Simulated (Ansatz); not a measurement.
Mulliken charges of AlFH3NS, SMILES `[NH2][Al]([F])[SH]` from r2SCAN/def2-TZVPP in Ansatz (PBE0-D4/def2-TZVP geometry).

| atom | x (Å) | y (Å) | z (Å) | charge (e) |
| --- | --- | --- | --- | --- |
| N1 | -1.196 | 0.081 | 0.840 | -0.473 |
| Al2 | 0.284 | -0.250 | -0.036 | 0.695 |
| F3 | 1.131 | -1.624 | 0.296 | -0.361 |
| S4 | 1.040 | 1.104 | -1.557 | -0.294 |
| H5 | -1.775 | 0.893 | 0.702 | 0.154 |
| H6 | -1.584 | -0.516 | 1.551 | 0.159 |
| H7 | 2.101 | 0.313 | -1.795 | 0.120 |

Problem. By hand: the dipole of these point charges (1 e Å = 4.8032 D).

Solution. Σ q r = (-0.224, 0.143, 0.068) e Å, of length 0.274 e Å = 1.32 D.

Problem. How does the dipole of the full density compare? (Estimate.)

Solution. Ansatz gave: (-0.272, 0.092, 0.139) e Å, 1.53 D; the point charges give 0.86 times that, at 17° from its direction.

Point charges leave out the atoms' own dipoles, such as those of lone pairs, and Mulliken's split depends on the basis, so the close match here is no proof of good charges.
